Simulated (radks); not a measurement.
The numbers below are computed, except where a source is named.
Q: All-electron atom: Sn24+ in [Ne] 3s1 3p6 3d8 4d1 (not the ground configuration). Code: a radial shooting solver on a logarithmic mesh with Libxc functionals. Model: Dirac Kohn-Sham, BLYP, spin-unpolarised, spherical densities, finite nucleus; open shells are shared between the two j in proportion to 2j + 1; Fermi nuclear charge, rms radius 4.6519 fm. Some entries of the table are withheld. Estimate them.

orbital  occ.  eigenvalue (hartree)  r(max) (bohr)
1s1/2       2             -1098.521            (1)
2s1/2       2             -192.6454            (2)
2p1/2       2             -182.2796        0.08162
2p3/2       4             -173.7381        0.08612
3s1/2       1             -59.74752         0.3015
3p1/2       2             -55.60881         0.2869
3p3/2       4             -53.89628         0.2964
3d3/2     3.2             -46.81061         0.2392
3d5/2     4.8             -46.44070         0.2419
4s1/2       0             -27.77550         0.6562
4p1/2       0             -26.13873         0.6585
4p3/2       0             -25.61322         0.6738
4d3/2     0.4             -22.94768         0.6647
4d5/2     0.6             -22.83553         0.6690
4f5/2       0                   (3)         0.5728
4f7/2       0                   (4)         0.5742
5d3/2       0             -13.98182            (5)
5d5/2       0             -13.93085            (6)

A: 
(1) 1s1/2 r(max) (bohr): 0.01877
(2) 2s1/2 r(max) (bohr): 0.1061
(3) 4f5/2 eigenvalue (hartree): -20.06315
(4) 4f7/2 eigenvalue (hartree): -20.03747
(5) 5d3/2 r(max) (bohr): 1.254
(6) 5d5/2 r(max) (bohr): 1.259
